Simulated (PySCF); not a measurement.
## Radial density of Ba⁺ (barium, charge +1)

UHF, [Xe] 5d1, 2D determinant (an excited configuration). Computed with PySCF 2.14 in x2c-TZVPPall, with scalar relativity by spin-free X2C-1e.

| r (bohr) | 4πr²ρ (e/bohr) | 4πr²(ρα − ρβ) |
| --- | --- | --- |
| 0.0288 | 65.37 | -0.0012 |
| 0.0485 | 73.39 | -0.0020 |
| 0.0815 | 95.63 | 0.0041 |
| 0.137 | 69.85 | 0.0192 |
| 0.231 | 81.89 | 0.0065 |
| 0.388 | 34.03 | 0.0078 |
| 0.652 | 33.02 | 0.0458 |
| 1.10 | 11.38 | -0.0220 |
| 1.85 | 5.810 | 0.2203 |
| 3.10 | 1.086 | 0.3230 |
| 5.22 | 0.1013 | 0.0937 |
| 8.78 | 0.002748 | 0.0027 |

Densities and radii are taken from the X2C orbitals without a picture-change correction, which distorts them close to the nucleus.

Spin-orbit coupling, absent here, splits the open shell strongly.

Task: Where is the radial spin density 4πr²(ρα − ρβ) most negative, and why is it negative at all?

Result: Around r = 1.10 bohr, down to -0.0220 e/bohr: exchange with the open shell polarises the paired shells in an unrestricted calculation.
